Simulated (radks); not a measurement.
Question: The mean radii <r> (bohr) of the occupied orbitals of an atom or ion are listed with their occupations. All-electron calculation, scalar-relativistic Kohn-Sham, r2SCAN, spin-polarised, spherical densities, finite nucleus; meta-GGA in the generalised Kohn-Sham scheme; Fermi nuclear charge, rms radius of each element as measured or else 0.836 A^(1/3) + 0.57 fm. Program: a radial shooting solver on a logarithmic mesh with Libxc functionals.

orbital  occ.      <r>
1s up       1  0.01632
1s down     1  0.01632
2s down     1  0.06875
2s up       1  0.06875
2p up       3  0.06235
2p down     3  0.06235
3s up       1   0.1774
3s down     1   0.1774
3p up       3   0.1792
3p down     3   0.1792
3d up       5   0.1625
3d down     5   0.1625
4s up       1   0.3916
4s down     1   0.3916
4p up       3   0.4172
4p down     3   0.4172
4d up       5   0.4396
4d down     5   0.4396
5s up       1   0.8804
5s down     1   0.8804
4f up       7   0.4677
4f down     7   0.4677
5p up       3    1.010
5p down     3    1.010
5d up       5    1.380
5d down     5    1.379
6s up       1    2.378
6s down     1    2.382
7p up       1    10.34

Name the element and its charge. Open shells, if any, are filled with parallel spins first.

Answer: Z = 81, thallium, charge 0: Tl in [Hg] 7p1. The 1s radius gives Z: for a bare nucleus <r> = (2 gamma + 1)/(2Z) with gamma = sqrt(1 - (Z/c)^2), 0.01613 bohr for Z = 81, and screening makes it slightly larger (0.01632 here). The occupations add up to 81, and the charge is Z minus that.
